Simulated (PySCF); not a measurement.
Gas-phase reaction: 2 GaH₂Cl + 3 GaCl₂NH₂ = GaH + 3 NH₃ + 4 GaCl₂

Method: PySCF energies (xtb for GFN2) plus ideal-gas RRHO corrections (1 bar). † marks an energy on the PBE0/def2-TZVP geometry and frequencies; other levels use their own. MP2 and CCSD(T) freeze the core. 6-31G* has spherical d functions here. Open shells (unrestricted): GaCl₂ (multiplicity 2); the rest are closed-shell singlets. GFN2 has no spin-polarisation term. B3LYP is the form with VWN-RPA correlation. Ga: all electrons, no relativistic terms. GaH₂Cl, GaCl₂NH₂, GaH, GaCl₂: computed as isolated molecules; such fragments, hydroxides, amides, oligomers or adducts are transient or little studied in the gas. MP2 isn't extrapolated to the basis-set limit. CCSD(T) isn't extrapolated to the basis-set limit. Warning, point group unlike the PBE0 one: GaCl₂NH₂ (B3LYP/6-31G*, GFN2-xTB).

| level | ΔH°(298 K), kJ |
|---|---|
| B3LYP/6-31G* | [?] |
| B3LYP/def2-TZVP† | 523 |
| CCSD(T)/def2-SVP† | [?] |
| CCSD(T)/def2-TZVPP† | 658 |
| GFN2-xTB | 480 |
| HF/6-31G* | 484 |
| HF/def2-TZVP† | 483 |
| MP2/def2-SVP† | [?] |
| MP2/def2-TZVPP† | [?] |
| ωB97M-V/def2-TZVP† | 618 |
| ωB97X-V/def2-TZVP† | 673 |

### Question
Complete the blanks.

### Answer

- B3LYP/6-31G*, ΔH°(298 K), kJ: 508
- CCSD(T)/def2-SVP†, ΔH°(298 K), kJ: 659
- MP2/def2-SVP†, ΔH°(298 K), kJ: 703
- MP2/def2-TZVPP†, ΔH°(298 K), kJ: 694
